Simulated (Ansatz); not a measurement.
Consider the formal exchange of groups at a B–C bond: `OBCCl` + BH₃ → `BBO` + `CCl`.

Program: Ansatz. Geometries: PBE0-D4/def2-TZVP. ΔE: electronic, gas phase. CCSD(T)/CBS adds triple-zeta CCSD(T) − MP2 to the extrapolated MP2 energy (def2 sets, frozen cores). This one scheme is used for every species. DFT in def2-TZVPP. HSE06 is defined as in plane-wave codes. One conformer a species, not always the lowest.

| level | ΔE (kJ/mol) |
| --- | --- |
| ωB97M-V | 39.7 |
| HSE06 | 30.3 |
| LC-ωPBE | 31.0 |
| MP2/def2-QZVPP | 43.7 |

Problem. What does CCSD(T)/CBS give? (An estimate is asked.)

Solution. Ansatz gave: +38.2 kJ/mol. The listed levels differ from it by 1.5, -7.9, -7.2, 5.5 kJ/mol.

Problem. What do rigid-rotor, harmonic-oscillator terms from PBE0-D4/def2-TZVP frequencies (298.15 K, 1 bar) make of the CCSD(T)/CBS value? (Best estimate.)

Solution. The calculation gave: ΔZPE = +5.6 kJ/mol, ΔH = +43.2 kJ/mol, ΔS = 18 J/(mol·K), ΔG = +37.8 kJ/mol.

Largest T1 diagnostic among the species: 0.013.

Leaving LDA and LC-ωPBE aside and taking each functional with its dispersion term where it has one, the values, not all of them listed here, spread over 9.9 kJ/mol, from B97M-V to ωB97M-V. LDA lies +9.6 kJ/mol from PBE without D4. In def2-TZVPP, CCSD(T) changes the Hartree–Fock value by +5.7 kJ/mol (the triples alone add +2.1 kJ/mol) and MP2 by +11.2 kJ/mol. The D4 term adds +4.8 kJ/mol with B3LYP and +2.5 kJ/mol with PBE0; it sums over pairs of atoms, weighted by their polarisabilities, and B3LYP, whose exchange is more repulsive, gets the larger term.

B3LYP here is the variant with VWN-RPA as its local correlation; programs differ in this.
